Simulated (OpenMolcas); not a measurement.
Ru3+ in tetrahedral coordination: ligands and hosts compared

- Program: OpenMolcas
- Method: CASSCF
- Active space: 5 electrons in 5 orbitals (4d)
- Spin-orbit coupling: RASSI with atomic mean-field integrals over the reference wave functions

Distances were set from a Shannon-type radius of the metal (high-spin where two are listed) plus a fixed donor radius (Cl 1.76, Br 1.91, O 1.38, F 1.31 Å). Anionic complexes are neutralised by point charges, and hosts are embedded clusters. Ligand basis ANO-RCC-VDZP. States (labels of Td). Energies in cm-1 above the lowest state or level, χT in cm3 K/mol; 10Dq and B are least-squares fits to the states below 45000 cm-1, weighted by degeneracy, with a free offset, and given where the rms deviation is under 5 % of |10Dq| (or 100 cm-1) and under 700 cm-1; 10Dq is negative for this site.

```json
{"Ligand or host": "Cl", "R (Å)": "2.31", "Metal basis": "ANO-RCC-VDZP", "Outer charge (e at Å behind ligand)": "0.25 at 2.6", "Ground state": "6A1", "10Dq": "", "B (rms of fit)": "", "First gap with spin-orbit (degeneracies)": "0.6 (2, 4)", "χT at 300 K": "4.360", "First state of another spin": "2S+1 = 4: 14707"}
{"Ligand or host": "Br", "R (Å)": "2.46", "Metal basis": "ANO-RCC-VDZP", "Outer charge (e at Å behind ligand)": "0.25 at 2.4", "Ground state": "6A1", "10Dq": "", "B (rms of fit)": "", "First gap with spin-orbit (degeneracies)": "0.7 (2, 4)", "χT at 300 K": "4.365", "First state of another spin": "2S+1 = 4: 15036"}
{"Ligand or host": "O", "R (Å)": "1.93", "Metal basis": "ANO-RCC-VDZP", "Outer charge (e at Å behind ligand)": "1.2 at 2.8", "Ground state": "6A1", "10Dq": "", "B (rms of fit)": "", "First gap with spin-orbit (degeneracies)": "0.6 (2, 4)", "χT at 300 K": "4.360", "First state of another spin": "2S+1 = 4: 14709"}
{"Ligand or host": "F", "R (Å)": "1.86", "Metal basis": "ANO-RCC-VDZP", "Outer charge (e at Å behind ligand)": "0.25 at 3.2", "Ground state": "6A1", "10Dq": "-12007", "B (rms of fit)": "703 (566)", "First gap with spin-orbit (degeneracies)": "1.0 (2, 4)", "χT at 300 K": "4.354", "First state of another spin": "2S+1 = 4: 13688"}
```

The rows also differ in their outer charges, so part of each step comes from that.

Without dynamic correlation the repulsion within the d shell is too large (B by tens of per cent), so at a given field states of lower spin stand too high. With metal d orbitals alone the field can be off either way by tens of per cent. Ligand-to-metal charge-transfer states are missing. With no ligand orbital active B as a rule stays too high, so bands that hang on it stand too high and its fall with covalency is understated. The least metal-like active orbital is 80 % on the metal (Löwdin) and no ligand orbital is active, so the numbers are rough (holds for Cl). The least metal-like active orbital is 79 % on the metal (Löwdin) and no ligand orbital is active, so the numbers are rough (holds for Br). The least metal-like active orbital is 81 % on the metal (Löwdin) and no ligand orbital is active, so the numbers are rough (holds for O). The oxide ions are held by bare point charges, a crude embedding (holds for O). The least metal-like active orbital is 82 % on the metal (Löwdin) and no ligand orbital is active, so the numbers are rough (holds for F). No measured value stands beside these numbers; the geometry was imposed, not optimised, and the real ion may take another.

A state without a sure symmetry label is named by its multiplicity alone.
